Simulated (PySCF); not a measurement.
All values below come from PBE-D3(BJ)/def2-TZVP // PBE-D3(BJ)/def2-SVP (PySCF). Isolated molecules, 0 K electronic values unless said otherwise. 

Reference species: [Ti(F)4] (neutral, multiplicity 1).

coordination number: 4
mean distance from the central atom to its bonded neighbours: 1.744 Å

Changed species: [Cr(=O)2(F)2] (M = Cr, dioxo; the reference has M = Ti).

Predict the effect on the coordination number and mean distance from the central atom to its bonded neighbours.

the coordination number is nearly the same; the mean distance from the central atom to its bonded neighbours falls by 0.113 Å, to 1.631 Å.
